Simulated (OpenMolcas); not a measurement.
**V4+: moving or changing the point charges**

V4+ among 4 point charges of -1 e arranged as a square (D4h), 1.69 Å from the ion.
```
   1.6900    0.0000    0.0000  -1.00
   0.0000    1.6900    0.0000  -1.00
  -1.6900    0.0000    0.0000  -1.00
   0.0000   -1.6900    0.0000  -1.00
```

- Program: OpenMolcas
- Method: CASSCF
- Basis: ANO-RCC-VDZP [5s4p2d1f]
- Scalar Hamiltonian: DKH2, point nucleus
- Active space: 1 electron in 5 orbitals (3d)
- State averaging: 2S+1 = 2 even, 5 roots
- Spin-orbit coupling: RASSI with atomic mean-field integrals over the reference wave functions

Runs around this geometry, states (labels of D4, the rotations of D4h). Energies in cm-1 above the lowest state or level, χT in cm3 K/mol.

| R (Å) | q (e) | Ground state | First state of that spin | First gap with spin-orbit (degeneracies) | χT at 300 K |
| --- | --- | --- | --- | --- | --- |
| 1.69 | -0.65 | 2A1 | 2E 510.7 | 696.7 (2, 2) | 0.370 |
| 1.57 | -1 | 2A1 | 2E 941.4 | 1002 (2, 2) | 0.366 |
| 1.69 | -1 | 2A1 | 2E 950.3 | 1011 (2, 2) | 0.366 |
| 1.78 | -1 | 2A1 | 2E 925.7 | 991.2 (2, 2) | 0.366 |

Scaling the charges by -0.65 / -1 = 0.65 scales the first state of the same spin by 510.7 / 950.3 = 0.54; with fixed orbitals a first-order splitting would follow the charge.

Point charges carry no covalency, so the field is a model and not that of real ligands. No measured value stands beside these numbers.
